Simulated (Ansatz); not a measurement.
Relaxation of AlCl₂H₃O (7 atoms, charge 0, multiplicity 1), to a largest force component of 0.03 eV/Å in at most 50 steps.

Level of theory: RHF/6-31G* (Ansatz).

```xyz
7
Properties=species:S:1:pos:R:3
Al 0.135 -0.488 -0.522
Cl 0.068 -0.045 2.880
Cl 1.924 0.426 -1.121
H -1.259 0.106 -0.910
O 0.310 -2.006 0.319
H -0.396 -2.635 0.353
H 0.353 -1.241 2.392
```

Q: Where does it end, and by what steps?

A: The run converged. The force dipped under the threshold on the way, but the program's further checks kept it going. After 23 steps the energy has fallen by 0.162 eV; H4 moved furthest, 1.67 Å.

```json
{"step": "0", "energy less start (eV)": "0.0000", "largest force component (eV/Å)": "1.398", "accepted": "yes"}
{"step": "1", "energy less start (eV)": "-0.0006", "largest force component (eV/Å)": "1.281", "accepted": "yes"}
{"step": "2", "energy less start (eV)": "0.0342", "largest force component (eV/Å)": "2.113", "accepted": "no"}
{"step": "3", "energy less start (eV)": "-0.0505", "largest force component (eV/Å)": "0.923", "accepted": "yes"}
{"step": "4", "energy less start (eV)": "-0.0786", "largest force component (eV/Å)": "0.356", "accepted": "yes"}
{"step": "5", "energy less start (eV)": "-0.0873", "largest force component (eV/Å)": "0.092", "accepted": "yes"}
{"step": "6", "energy less start (eV)": "-0.0916", "largest force component (eV/Å)": "0.100", "accepted": "yes"}
{"step": "7", "energy less start (eV)": "-0.0936", "largest force component (eV/Å)": "0.190", "accepted": "yes"}
{"step": "8", "energy less start (eV)": "-0.0842", "largest force component (eV/Å)": "0.873", "accepted": "no"}
{"step": "9", "energy less start (eV)": "-0.1033", "largest force component (eV/Å)": "0.217", "accepted": "yes"}
{"step": "10", "energy less start (eV)": "-0.1060", "largest force component (eV/Å)": "0.401", "accepted": "yes"}
{"step": "11", "energy less start (eV)": "-0.1225", "largest force component (eV/Å)": "0.096", "accepted": "yes"}
{"step": "12", "energy less start (eV)": "-0.1312", "largest force component (eV/Å)": "0.139", "accepted": "yes"}
{"step": "13", "energy less start (eV)": "-0.1199", "largest force component (eV/Å)": "0.886", "accepted": "no"}
{"step": "14", "energy less start (eV)": "-0.1405", "largest force component (eV/Å)": "0.054", "accepted": "yes"}
{"step": "15", "energy less start (eV)": "-0.1449", "largest force component (eV/Å)": "0.233", "accepted": "yes"}
{"step": "16", "energy less start (eV)": "-0.1472", "largest force component (eV/Å)": "0.355", "accepted": "yes"}
{"step": "17", "energy less start (eV)": "-0.1492", "largest force component (eV/Å)": "0.345", "accepted": "yes"}
{"step": "18", "energy less start (eV)": "-0.1570", "largest force component (eV/Å)": "0.025", "accepted": "yes"}
{"step": "19", "energy less start (eV)": "-0.1588", "largest force component (eV/Å)": "0.051", "accepted": "yes"}
{"step": "20", "energy less start (eV)": "-0.1597", "largest force component (eV/Å)": "0.131", "accepted": "yes"}
{"step": "21", "energy less start (eV)": "-0.1609", "largest force component (eV/Å)": "0.069", "accepted": "yes"}
{"step": "22", "energy less start (eV)": "-0.1612", "largest force component (eV/Å)": "0.080", "accepted": "yes"}
{"step": "23", "energy less start (eV)": "-0.1617", "largest force component (eV/Å)": "0.009", "accepted": "yes"}
```

```xyz
7
Properties=species:S:1:pos:R:3
Al 0.075 -0.540 -0.896
Cl 0.834 -1.015 3.662
Cl 1.633 0.853 -0.915
H -0.761 -0.864 -2.178
O -0.234 -1.300 0.593
H -0.913 -1.953 0.693
H 0.501 -1.062 2.431
```

Whether the end is a true minimum wasn't checked by a vibrational analysis.

The run took 42 s on 1 thread of Arm Neoverse V1, with other jobs on the host, peak memory 0.16 GiB.
